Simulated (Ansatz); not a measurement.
Ligand exchange: C3H6 + C2H5Cl2Ga → C2H3Cl + C3H8ClGa

Gas-phase species: C3H6 (propene) `C=CC`, singlet; C2H5Cl2Ga `C[CH2][Ga]([Cl])[Cl]`, singlet; C2H3Cl `C=CCl`, singlet; C3H8ClGa `C[CH2][Ga]([CH3])[Cl]`, singlet. The partners trade CH3 for Cl: C–CH3 and Ga–Cl bonds give way to C–Cl and Ga–CH3.

Shapes, held fixed at every level: PBE0-D4/def2-TZVP. Flexible molecules stand in one conformer, not always the lowest. Programs: Ansatz 0.2.0. The zero-point and thermal change to 298 K, harmonic and unscaled (PBE0-D4/def2-TZVP), is -6.2 kJ/mol.

Task: Estimate ΔH(298 K) of this reaction.

Result: The highest level, CCSD(T)/def2-TZVPP, gives ΔH(298 K) = +146.8 kJ/mol; the levels span +145.7 to +168.9. The column of differences is taken from that level and isn't an error. No measured value is set beside it here. Relativity is left out for Ga. Outer-core shells of Ga are correlated, in sets that cover them unevenly.

```tsv
level	kind	ΔH(298 K) (kJ/mol)	less CCSD(T)/def2-TZVPP
BHLYP-D4/def2-TZVPP	global hybrid	+157.7	+10.9
PBE0-D4/def2-TZVPP	global hybrid	+145.7	-1.1
wB97M-V/def2-TZVPP	range-separated hybrid	+146.3	-0.5
wB97X-V/def2-TZVPP	range-separated hybrid	+147.4	+0.6
CCSD(T)/def2-SVP	coupled cluster or CI	+166.9	+20.1
CCSD/def2-SVP	coupled cluster or CI	+168.9	+22.1
CCSD/def2-TZVPP	coupled cluster or CI	+149.9	+3.1
CCSD(T)/def2-TZVPP	coupled cluster or CI	+146.8	0.0
```
